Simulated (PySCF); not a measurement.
Screening by computed properties: pick the candidate that meets the target.

Each SMILES stands for a single optimised conformer of the isolated species, non-relativistic unless stated; the electronic structure was computed with PySCF and density fitting.

Dipoles, sizes and rotational constants follow the conformer. The torsions of the flexible species, by atom-mapped SMILES:
- `[OH:1][c:2]1[cH:3][cH:4][c:5]([CH2:6][F:7])[cH:8][cH:9]1`: C4–C5–C6–F7 180°, H–O1–C2–C3 0°
- `[CH2:1]=[CH:2]/[CH:3]=[CH:4]\[CH:5]=[CH:6]/[CH3:7]`: C1–C2–C3–C4 180°, C3–C4–C5–C6 180°
- `[OH:1][CH2:2][c:3]1[cH:4][cH:5][cH:6][cH:7][c:8]1[F:9]`: O1–C2–C3–C4 21°, H–O1–C2–C3 61°
- `[CH2:1]=[C:2]([S:3][CH3:4])[CH:5]1[CH2:6][CH2:7]1`: C1–C2–S3–C4 -3°, C1–C2–C5–C6 36°
- `[CH3:1][S:2]/[CH:3]=[CH:4]\[CH:5]1[CH2:6][CH2:7]1`: C1–S2–C3–C4 180°, C3–C4–C5–C6 -145°
- `[CH3:1][NH:2][C@H:3]1[CH2:4]/[C:5]1=[CH:6]/[Cl:7]`: C1–N2–C3–C4 -157°

(1) Wanted: lowest triplet excitation (Tamm–Dancoff) between 3 eV and 3.9 eV (TDA PBE0/def2-SVPD) and lowest singlet excitation below 5.36 eV (TDDFT PBE0/def2-SVPD), at GFN2-xTB geometries. Which candidate meets both?
A. `OCC1=CC=CC=C1F`
B. `CC#CC1CCC1`
C. `C=C/C=C\C=C/C`
D. `C=C(SC)C1CC1`
E. `Oc1ccc(CF)cc1`

(2) Wanted: smallest rotational constant below 0.9 GHz (GFN2-xTB) and dipole moment above 2 D (PBE0/def2-SVPD), at GFN2-xTB geometries. Which candidate meets both?
A. `Oc1ccc(CF)cc1`
B. `C(=C)/C=C\C=C/C`
C. `CN[C@H]1C/C1=C/Cl`
D. `CS/C=C\C1CC1`

(3) Wanted: HOMO–LUMO gap between 6 eV and 7 eV (PBE0/def2-SVPD) and static isotropic polarisability below 90 au (PBE0/def2-SVPD), at GFN2-xTB geometries. Which candidate meets both?
A. `C=C/C=C\C=C/C`
B. `C=C(SC)C1CC1`
C. `C1(CCC1)C#CC`
D. `Oc1ccc(CF)cc1`
E. `C[C@@]12C=C[C@@H](O1)C(F)=C2`

(4) Wanted: electronic spatial extent ⟨r²⟩ about the centre of nuclear charge between 1070 bohr² and 1300 bohr² (PBE0/def2-SVPD) and HOMO energy below -6.5 eV (PBE0/def2-SVPD), at GFN2-xTB geometries. Which candidate meets both?
A. `OCC1=CC=CC=C1F`
B. `CC#CC1CCC1`
C. `CS/C=C\C1CC1`
D. `Oc1ccc(CF)cc1`
E. `C=C/C=C\C=C/C`
F. `C1[C@H](NC)/C1=C\Cl`

Results:

(1) D. Computed values:
```csv
species,lowest triplet excitation (Tamm–Dancoff),lowest singlet excitation
C=C/C=C\C=C/C,2.48 eV,4.69 eV
C=C(SC)C1CC1,3.79 eV,5.29 eV
Oc1ccc(CF)cc1,3.96 eV,5.08 eV
OCC1=CC=CC=C1F,4.12 eV,5.42 eV
CC#CC1CCC1,5.38 eV,6.46 eV
```

(2) A. Computed values:
| species | smallest rotational constant | dipole moment |
| --- | --- | --- |
| Oc1ccc(CF)cc1 | 0.790 GHz | 2.86 D |
| CS/C=C\C1CC1 | 0.879 GHz | 1.09 D |
| C(=C)/C=C\C=C/C | 0.937 GHz | 0.69 D |
| CN[C@H]1C/C1=C/Cl | 1.056 GHz | 1.40 D |

(3) D. Computed values:
| species | HOMO–LUMO gap | static isotropic polarisability |
| --- | --- | --- |
| C=C/C=C\C=C/C | 4.80 eV | 103.8 au |
| C[C@@]12C=C[C@@H](O1)C(F)=C2 | 5.68 eV | 75.3 au |
| Oc1ccc(CF)cc1 | 6.11 eV | 85.0 au |
| C=C(SC)C1CC1 | 6.28 eV | 92.2 au |
| C1(CCC1)C#CC | 7.76 eV | 81.3 au |

(4) A. Computed values:
| species | electronic spatial extent ⟨r²⟩ about the centre of nuclear charge | HOMO energy |
| --- | --- | --- |
| CC#CC1CCC1 | 1063 bohr² | -7.02 eV |
| C1[C@H](NC)/C1=C\Cl | 1082 bohr² | -6.45 eV |
| OCC1=CC=CC=C1F | 1173 bohr² | -7.26 eV |
| C=C/C=C\C=C/C | 1241 bohr² | -6.07 eV |
| Oc1ccc(CF)cc1 | 1343 bohr² | -6.57 eV |
| CS/C=C\C1CC1 | 1357 bohr² | -5.75 eV |
